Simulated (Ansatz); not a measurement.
C₂H₉NSn⁺, that is SnH3(NHEt) with one electron fewer. Total charge 1; doublet. Geometry PBE-D4/def2-SVP, that of the neutral singlet; atoms count from 1.

```xyz
13

Sn   -0.362   -1.264    1.588
H    -0.573   -0.982    3.278
H    -1.883   -1.740    0.880
H     0.827   -2.475    1.266
N     0.474    0.485    0.857
C     0.834    0.586   -0.553
C    -0.326    0.704   -1.549
H    -0.060    1.309    1.159
H     1.510    1.464   -0.683
H     1.457   -0.299   -0.816
H    -0.988   -0.187   -1.507
H     0.040    0.805   -2.593
H    -0.951    1.594   -1.326
```

In the def2 sets Sn takes a core potential; there is no spin–orbit coupling.

(1) Estimate the Mulliken populations from the PBE0/def2-TZVP orbitals of Ansatz.

(2) Where does the spin sit?

(3) And the Mayer bond orders between heavy atoms (over 0.3)?

Results:

(1) 
| atom | charge (e) | spin (α − β) |
| --- | --- | --- |
| Sn1 | 0.40 | -0.03 |
| H2 | 0.05 | 0.00 |
| H3 | 0.07 | 0.08 |
| H4 | 0.05 | 0.00 |
| N5 | -0.22 | 0.86 |
| C6 | -0.18 | -0.03 |
| C7 | -0.39 | 0.09 |
| H8 | 0.29 | -0.02 |
| H9 | 0.20 | 0.04 |
| H10 | 0.18 | 0.00 |
| H11 | 0.16 | 0.00 |
| H12 | 0.20 | 0.01 |
| H13 | 0.17 | 0.00 |
Mulliken values depend strongly on the basis.

(2) Summed by element: Sn -0.03, H 0.11, N 0.86, C 0.06, of 1 unpaired in all. Largest on single atoms: N5 0.86, C7 0.09, H3 0.08.

(3) Sn1–N5 0.67 (2.07 Å); N5–C6 1.01 (1.46 Å); C6–C7 0.96 (1.53 Å).
